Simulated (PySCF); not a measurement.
# Stationary points of WH4

These are results of BP86 in PySCF with W def2-TZVP with ECP60, H def2-TZVP; scalar-relativistic core potentials, no spin–orbit coupling; density-fitted integrals, not measurements.

Relaxations began from a few typed shapes; open shells are unrestricted. The search is not exhaustive: other isomers or separated fragments can lie lower, and high-lying points may rest on an excited occupation.

(1) Order these stationary points by electronic energy, lowest first, in kJ/mol from the lowest minimum.
A. triplet Td: W–H 1.712 Å (×4); H–W–H 109.5° (×6)
B. triplet C4v: W–H 1.693 Å (×4); H–W–H 75.2° (×4), H–W–H 119.2° (×2)

(2) Which of them are minima?

## Answers

(1) A (0.0), B (68.1).

(2) By energy in kJ/mol, 0.0: minimum; 68.1: not settled, its softest mode being under 30 cm⁻¹.

Formally W is in oxidation state +4, d2, with 2 unpaired electrons (the high-spin count). The Mulliken spin on W is 2.32. The polar-tensor charge on W, 0.99, is far below the formal one.

For the lowest minimum: open d and f shells are described by one determinant, and the ground state may have another occupation or spin. Spin–orbit coupling, left out here, can matter for elements this heavy.
